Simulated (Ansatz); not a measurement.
Basis-set extrapolation for `Cl[SiH]S[SiH](Cl)Cl` radical (PBE0-D4/def2-TZVP geometry, frozen core, the Gaussian-basis code of Ansatz). Multiplicity 2, UHF reference.

```tsv
	def2-TZVPP	def2-QZVPP
HF	-2355.316113	-2355.383154
MP2 correlation	-0.952208	-1.046410
CCSD(T) correlation	-1.075139	not run
```

Energies in hartree. Use E(X) = E(∞) + A·exp(−7.88·√X) for Hartree–Fock and E(X) = E(∞) + B·X^(−2.97) for correlation, with X = 3 and 4, and add CCSD(T) minus MP2 of the smaller set to the MP2 limit.

**Question.** What is the CCSD(T) energy at the basis-set limit?

**Answer.** HF limit: -2355.383154 + (-0.067041) × 0.13774 = -2355.39239. MP2 limit: -1.046410 + (-0.094202) × 0.74074 = -1.11619. Higher-order term: -1.075139 − (-0.952208) = -0.12293. Total: -2356.63151 hartree, 630.8 kJ/mol below CCSD(T)/def2-TZVPP.
